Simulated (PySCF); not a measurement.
Electron correlation in W²⁺ (tungsten, charge +2)

[Xe] 4f14 5d4, high-spin 5D determinant. All numbers are calculated (PySCF 2.14, the spin-free X2C one-electron Hamiltonian (Gaussian nucleus), in ANO-RCC-VTZP (8s7p5d3f2g1h, 104 functions)). Frozen: [Xe] 4f14; 4 electrons correlated.

```
  level  correlation energy (mhartree)
   CCSD                         -32.20
    (T)                          -0.24
CCSD(T)                         -32.44
```

Diagnostics: T1 = 0.0021, D1 = 0.0033, largest double amplitude 0.029.

Spin-orbit coupling, absent here, splits the open shell strongly.

Cost of the coupled-cluster step: of the order of 10 core-seconds, for 4 correlated electrons.
